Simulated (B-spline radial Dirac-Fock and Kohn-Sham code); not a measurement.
ΔSCF core binding energies without Breit or QED terms, calculated with a radial finite-basis atomic code.

A sound run for neutral germanium, 1s2 2s2 2p6 3s2 3p6 3d10 4s2 4p2: The ground state converged in 11 iterations, with total energy -2097.47037 Ha, virial ratio 1.97879 and highest orbital energy -7.24 eV. ΔSCF binding energies: K (1s) 11134.2 eV, L3 (2p3/2) 1227.5 eV, M5 (3d5/2) 36.12 eV.

A second run, with one unsound setting: The ground state converged in 9 iterations, with total energy -2088.54742 Ha, virial ratio 1.96200 and highest orbital energy 69.55 eV. ΔSCF binding energies: K (1s) 11086.1 eV, L3 (2p3/2) 1183.0 eV. Holes are computed only in closed shells, and unreliable hole states are left out.

```
iter   energy (Ha)        error
   1    -2087.99460632  1.17e+00
   2    -2088.52695750  4.59e-02
   3    -2088.54646924  2.44e-02
   4    -2088.54726567  1.16e-02
   5    -2088.54741735  8.31e-04
   6    -2088.54741991  2.43e-04
   7    -2088.54742071  1.48e-05
   8    -2088.54742071  3.01e-06
   9    -2088.54742071  1.27e-07
```

Problem. Which fault fits the second run best?
A. box too small
B. speed of light below Z
C. overfilled shell
D. damping too heavy

Solution. A. The input had rmax = 2.0: rmax squeezes the outer orbitals.
